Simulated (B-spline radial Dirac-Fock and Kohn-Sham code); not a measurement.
Kohn-Sham estimates against Dirac-Fock for the levels of Ru⁹⁺

System: ruthenium as Ru⁹⁺, configuration [Ar] 3d10 4s2 4p5.

The density-functional columns are spherical, spin-unpolarised Dirac-Kohn-Sham results without Breit or QED terms: −ε is minus the orbital energy of the initial state and ΔSCF the difference of two total energies. The reference in the last column comes from multi-electron Dirac-Fock with separately optimised hole states, Breit and Lamb-shift corrections added in first order. All numbers are from a radial finite-basis atomic code, in eV; a selection of levels is shown. For the 1s level of heavy atoms much of the gap between ΔSCF and the reference is the Breit and QED part, -63.3 eV here; for other levels the error of the functional can be larger.

| level | LDA −ε | LDA ΔSCF | Dirac-Fock |
| --- | --- | --- | --- |
| K | 22061.7 | 22357.1 | 22301.0 |
| L1 | 3314.4 | 3371.6 | 3414.8 |
| L2 | 3077.3 | 3146.4 | 3152.6 |
| M1 | 715.5 | 739.1 | 767.1 |
| M2 | 623.5 | 647.4 | 664.9 |
| M4 | 438.0 | 462.8 | 462.3 |
| M5 | 433.6 | 458.2 | 458.0 |
| N1 | 223.7 | 235.3 | 238.3 |
| N2,3 | 190.9 | 201.9 | 200.2 |

Values without a named source are computed, but for edge energies of neutral atoms, which are taken from tables.
